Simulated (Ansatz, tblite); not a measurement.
Cost and result up the ladder for Nb₂S⁺ (the lowest doublet isomer of a short search) (3 atoms). The state is a doublet with charge 1. Geometry: r2SCAN-D4/def2-TZVP.

```xyz
3

Nb   -0.822   -0.892    0.431
Nb    1.238   -0.349   -0.062
S    -0.416    1.241   -0.369
```

Ansatz on 4 threads of Arm Neoverse V2 on a shared host; xTB runs through tblite on one thread. Times are rough, summed over both states, and most runs start from the orbitals of an earlier one. RPA@PBE/def2-TZVP serves as the yardstick here, not as an exact answer. The other state is a quartet at its own geometry.

In the def2 sets Nb takes a core potential; there is no spin–orbit coupling. The xTB rows come from tblite. Correlated methods freeze 5 core orbitals; core or outer-core shells of Nb are correlated, in sets that lack core-valence functions. The structure comes from a short search, and lower isomers may exist.

Run but left out: HF/def2-TZVP, HF/def2-TZVPP, PBE-QIDH/def2-TZVP, MP2/def2-TZVP, MP2/def2-TZVPP, CCSD/def2-TZVPP, CCSD(T)/def2-TZVPP (doublet: ⟨S²⟩ 2.17 to 2.74, where a pure state has 0.75); LC-ωPBE/def2-TZVP (quartet: ⟨S²⟩ 4.10, where a pure state has 3.75).

Correlated methods converge slowly with the basis.

xTB has no spin-polarisation term.

```
                         level  functions  wall time  quartet − doublet (eV)  difference from RPA@PBE/def2-TZVP (eV)                                                                           remarks
                      GFN1-xTB         27    0.005 s                   -1.66                                   -2.62                                                                                 –
                      GFN2-xTB         27    0.009 s                   -1.91                                   -2.87                                                                                 –
PBE-D4/def2-TZVP (with forces)        117      5.5 s                    0.95                                   -0.01                                                                                 –
             RPA@PBE/def2-TZVP        117      6.2 s                    0.96                                    0.00                                                                                 –
             PBE0-D4/def2-TZVP        117       16 s                    0.79                                   -0.16                                                                                 –
           r2SCAN-D4/def2-TZVP        117       17 s                    0.75                                   -0.21                                                                                 –
        CAM-B3LYP-D4/def2-TZVP        117       17 s                    0.79                                   -0.17                                                                                 –
            BHLYP-D4/def2-TZVP        117       26 s                    0.58                                   -0.38  spin-contaminated (⟨S²⟩ 0.83) (doublet), spin-contaminated (⟨S²⟩ 3.99) (quartet)
          r2SCANh-D4/def2-TZVP        117       26 s                    0.70                                   -0.26                                                                                 –
```
